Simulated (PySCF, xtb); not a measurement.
C₆H₁₀, SMILES CCC#CCC.

GFN2-xTB in xtb 6.7.1 at its own geometry gives an orbital gap of 6.64 eV and a dipole moment of 0.07 D.

Geometry: B3LYP-D3(BJ)/def2-SVP.

Q: What does PBE/def2-TZVP run with PySCF give? (An estimate is asked for; the answer gives what the named calculation found.)

A: gap 5.99 eV (levels -5.84 and 0.15 eV), dipole 0.12 D.
